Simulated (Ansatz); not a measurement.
`FC(Br)Br`, relaxed with RKS PBE-D4/def2-SVP in Ansatz 0.2.0 from a rough embedded geometry. The force threshold is 0.03 eV/Å; the program also tests the step.

Charge 0, multiplicity 1.

Start:

```xyz
5

F     0.021    1.414   -0.224
C     0.083    0.097    0.094
Br   -1.711   -0.532    0.272
Br    1.028   -0.917   -1.194
H     0.580   -0.062    1.052
```

Question: By how much does the energy fall, and how many steps does the optimiser take? (An estimate is asked.)

Answer: The calculation gave: 7.71 kJ/mol, in 4 steps.

Question: Which bonds change most? (An estimate is asked.)

Answer: Ansatz gave: C2–Br4 from 1.892 to 1.956 Å; C2–Br3 from 1.909 to 1.957 Å; C2–H5 from 1.090 to 1.106 Å; F1–C2 from 1.357 to 1.342 Å.

Question: Give the relaxed structure. (Best estimate.)

Answer: Computed: 
```xyz
5

F     0.056    1.407   -0.232
C     0.068    0.106    0.099
Br   -1.765   -0.550    0.298
Br    1.067   -0.917   -1.236
H     0.573   -0.047    1.071
```
